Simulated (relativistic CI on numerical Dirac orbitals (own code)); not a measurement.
# Slater and spin-orbit integrals, Hf49+

Calculated at this level of theory: Dirac-Coulomb-Breit CI, orbitals from a KLI potential per configuration, model QED (radiative potential, 1s self-energy scaled to tabulated hydrogen-like ionisation energies), unscaled Slater integrals (own radial code, finite nucleus).

Slater integrals F^k, G^k are unscaled and averaged over j, outside the closed core [Ne]; ζ comes from projecting the Hamiltonian with its Breit term on Σ l·s of the shell.

- 3s2 3p6 3d5: F^2(3d,3d) = 581590, F^4(3d,3d) = 375700, ζ(3d) = 202810 cm⁻¹; <r>(3d) = 0.1757, <r^2>(3d) = 0.03578 (bohr units).
- 3s2 3p5 3d6: ζ(3p) = 1.5258e+06, F^2(3d,3d) = 580730, F^4(3d,3d) = 375120, F^2(3p,3d) = 502790, G^1(3p,3d) = 534670, G^3(3p,3d) = 357100, ζ(3d) = 201160 cm⁻¹; <r>(3p) = 0.1965, <r^2>(3p) = 0.04473, <r>(3d) = 0.1759, <r^2>(3d) = 0.03587 (bohr units).
- 3s2 3p4 3d7: F^2(3p,3p) = 498510, ζ(3p) = 1.5248e+06, F^2(3d,3d) = 579860, F^4(3d,3d) = 374530, F^2(3p,3d) = 502380, G^1(3p,3d) = 534690, G^3(3p,3d) = 356980, ζ(3d) = 199520 cm⁻¹; <r>(3p) = 0.1966, <r^2>(3p) = 0.0448, <r>(3d) = 0.1762, <r^2>(3d) = 0.03597 (bohr units).

(1) Give the Racah parameters of the d shell in 3s2 3p6 3d5.

Averages of the first 10 configurations, taken without configuration mixing, which lowers the lowest level and can move excited configurations by several eV; other configurations of the list can lie among them:

```csv
Configuration,Parity,States,Average energy above the lowest level (eV)
3s2 3p6 3d5,even,252,135.6
3s2 3p5 3d6,odd,1260,586.2
3s2 3p4 3d7,even,1800,1044.9
3s 3p6 3d6,even,420,996.1
3p6 3d7,even,120,1867.4
3s 3p5 3d7,odd,1440,1445.2
3s2 3p6 3d4 4s,even,420,1868.2
3s2 3p6 3d4 4p,odd,1260,2023.5
3s2 3p4 3d6 4s,even,6300,2757.9
3s2 3p5 3d5 4s,odd,3024,2309.0
```

## Answers

(1) B = F²/49 − 5F⁴/441 = 7610 cm⁻¹ and C = 35F⁴/441 = 29818 cm⁻¹.
